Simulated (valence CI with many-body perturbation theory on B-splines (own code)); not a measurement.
**Ne⁴⁺ in brief**

Method: configuration interaction combined with many-body perturbation theory (CI+MBPT): four valence electrons over a frozen Dirac-Fock core [He], radial functions for each j: 11 s, 11 p, 9 d, 7 f, 5 g, 2 h, 1 i, with the one-electron correlation potential Σ1, the two-electron term Σ2, the three-electron term Σ3, Breit, model QED; selected CI, second order for the rest, scaled by the run's own slope (own B-spline code, finite nucleus).

Against 24 measured levels this calculation errs by 82 cm⁻¹ on average and by 205 at most. These come from a selection out of NIST levels in Podobedova, Fuhr, Reader and Wiese, J. Phys. Chem. Ref. Data 33, 525 (2004). Levels without a partner in it may be off by more. Among the levels kept, up to 260 cm⁻¹ of a level comes from second order outside the variational space, and about a tenth of that is noise between levels of different J, which matters for small intervals. 3 measured levels below the end of the list, from 690000 cm⁻¹ on, found no clear computed partner, and computed levels of the same name lie up to 8653 cm⁻¹ from them.

Rates and lifetimes use the calculated energies. Strong lines usually hold to 10 to 20 %, long lifetimes can be off by a factor of two.

Problem. What is the ground level?

Solution. 2s²2p² ³P_0, composition 97 % 2s²2p² ³P.

Problem. Name the longest-lived excited levels whose lifetime is computed, and their main decay.

Solution. 2s²2p² ³P_1 at 0.051 eV lives 795 s, mostly by M1 to 2s²2p² ³P_0; 2s²2p² ³P_2 at 0.137 eV lives 218 s, mostly by M1 to 2s²2p² ³P_1; 2s²2p² ¹D_2 at 3.768 eV lives 1.98 s, mostly by M1 to 2s²2p² ³P_2.

Problem. How well does LS coupling describe the low levels?

Solution. Among the lowest 20 levels the leading LS term, summed over configurations, holds 100 % on average. For single configurations the figures are 97 % in LS and 67 % in jj coupling. Terms hardly mix: every one of these levels is at least 95 % one term.

Problem. Among levels below 96.375 eV, which E1 lines absorb most strongly from the ground level?

Solution. to 2s²2p3d ³D°_1 at 14.32 nm, f = 0.745; to 2s²2p3d ³P°_1 at 14.24 nm, f = 0.154; to 2s2p³ ³S°_1 at 35.77 nm, f = 0.138.

Problem. How is the term ³P of the ground level split?

Solution. J = 0 at 0.000, J = 1 at 0.051, J = 2 at 0.137 eV.

Problem. Where does the other parity begin?

Solution. At 2s2p³ ⁵S°_2, 10.940 eV.

Problem. What is the ionisation energy?

Solution. 126.27 eV; NIST lists 126.247 eV (measured).
